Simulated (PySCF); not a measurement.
Si(H)(Me)(NH2)2 (CH8N2Si), SMILES [SiH](N)(C)N. Atoms are numbered in the order given.

```xyz
12

Si    -0.3503    -0.0910     0.0000
C      0.1247     1.7249     0.0000
N      0.2185    -0.7512     1.5108
N      0.2185    -0.7512    -1.5108
H     -1.8194    -0.3415     0.0000
H     -0.2628     2.2347     0.8954
H      1.2226     1.8412     0.0000
H     -0.2628     2.2347    -0.8954
H     -0.0654    -1.6867     1.7886
H      1.1754    -0.5775     1.8070
H     -0.0654    -1.6867    -1.7886
H      1.1754    -0.5775    -1.8070
```
Charge 0, spin multiplicity 1.

Geometry: B3LYP-D3(BJ)/def2-SVP. The values are those of a single conformer.

The numbers are results of SMD-ωB97X/def2-SVP (PySCF), not measurements.

Solvation free energies are E(SMD) − E(gas) at the gas-phase geometry, for 1 M in both phases. In vacuum the dipole moment is 2.19 D.

```csv
solvent,ΔG(solv) (kcal/mol),its non-electrostatic (CDS) part,dipole (D)
water,-2.0,4.6,2.84
n-hexane,-1.2,1.0,2.38
ethanol,-4.7,1.6,2.80
```
